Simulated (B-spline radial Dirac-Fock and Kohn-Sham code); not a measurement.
## K-shell conversion coefficients of Ho against transition energy

Calculated with a radial B-spline solver, using a Dirac-Hartree-Slater potential of the neutral atom with a Latter tail (no hole, which puts coefficients of high multipoles low close above an edge), finite nucleus with surface currents. Subshells within 1 keV of threshold and pair formation are left out.

```csv
energy (keV),E2,E5,M2,M3,M4,M5
66.1,2.22,6.99,82.3,289,647,1240
73.2,2.01,19.5,56.7,231,709,1990
100,1.09,37.8,18.2,87.2,374,1570
126,0.602,26.2,7.95,37.5,166,730
146,0.399,17.7,4.72,21.4,93.1,403
200,0.160,6.17,1.58,6.37,25.0,98.4
254,0.0797,2.53,0.710,2.55,9.03,31.9
266,0.0698,2.13,0.610,2.14,7.42,25.7
383,0.0252,0.534,0.190,0.558,1.61,4.65
396,0.0231,0.471,0.171,0.495,1.41,3.99
398,0.0228,0.463,0.169,0.487,1.38,3.90
415,0.0204,0.396,0.148,0.419,1.16,3.22
430,0.0186,0.348,0.133,0.370,1.01,2.74
499,0.0127,0.203,0.0848,0.220,0.559,1.41
500,0.0127,0.202,0.0843,0.219,0.554,1.40
510,0.0121,0.188,0.0795,0.205,0.513,1.28
1000,0.00269,0.0213,0.0120,0.0240,0.0453,0.0842
1170,0.00197,0.0136,0.00798,0.0152,0.0273,0.0479
1290,0.00163,0.0104,0.00622,0.0115,0.0201,0.0342
1320,0.00156,0.00975,0.00587,0.0108,0.0187,0.0316
2000,0.000717,0.00337,0.00211,0.00357,0.00560,0.00847
```

Task: How fast do they fall between 1290 and 2000 keV?

Result: As powers of the energy: E2 E^-1.87, E5 E^-2.57, M2 E^-2.46, M3 E^-2.67, M4 E^-2.91, M5 E^-3.18. Within one type (E or M) the higher multipoles fall faster.
